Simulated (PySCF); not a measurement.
# Computed vibrations of HoOF

HoOF (singlet in the valence; each metal's 4f electrons, 10 of them, lie in its core potential, out of spins and levels). PySCF 2.14.0, RKS PBE0, Ho lcecp-1-SVP with ECP56, O def2-SVP, F def2-SVP; non-relativistic Hamiltonian with scalar-relativistic core potentials where named; density fitting; no spin-orbit coupling. Central differences of gradients.

```xyz
3

Ho    0.0402    0.0000   -0.1884
O     1.5367    0.0000    0.8441
F    -1.6425    0.0000    0.9248
```

Run from Python with OMP_NUM_THREADS=2. Where DIIS fails, smearing, a level shift and second-order steps follow.
It took 16 s on 2 threads of Arm Neoverse V1 (shared host).

(1) What are the harmonic wavenumbers and infrared intensities?

(2) Is this a minimum?

An lcecp potential fixes the number of 4f electrons, so in runs with it no electron can move into or out of that shell.

## Answers

(1) Modes are labelled in Cs; negative numbers are unstable modes, those under 60 cm⁻¹ near the noise; a finer grid moves soft modes by up to 10 cm⁻¹.
```tsv
cm⁻¹	km/mol	symmetry
182	23.1	a'
556	114.7	a'
836	159.6	a'
```

(2) Yes. Ideal gas at 298.15 K and 1 bar: S = 302.6 J/(mol K), Cp = 48.3 J/(mol K), H − H(0 K) = 12.1 kJ/mol (rigid rotor, harmonic modes, spin degeneracy alone, that of the 4f electrons in the core included).
